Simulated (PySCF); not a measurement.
GaCl₄, SMILES [Cl][Ga-]([Cl])([Cl])[Cl], charge -1.

Geometry: PBE0-D3(BJ)/def2-SVPD. The isomer is the one that the SMILES or the coordinates give; other isomers of the formula were not compared.

All values below come from PBE/def2-SVPD in PySCF.

The molecule is in vacuum.

Computed frontier levels, gap, dipole moment and polarisability:
```json
{
  "highest_occupied_level": "-3.24 eV",
  "lowest_empty_level": "1.99 eV",
  "orbital_gap": "5.23 eV",
  "dipole_moment_about_the_centre_of_nuclear_charge": "0.00 D",
  "mean_static_polarisability": "99.8 bohr³ (14.78 Å³)",
  "polarisability_principal_values": "99.8, 99.8, 99.8 bohr³"
}
```
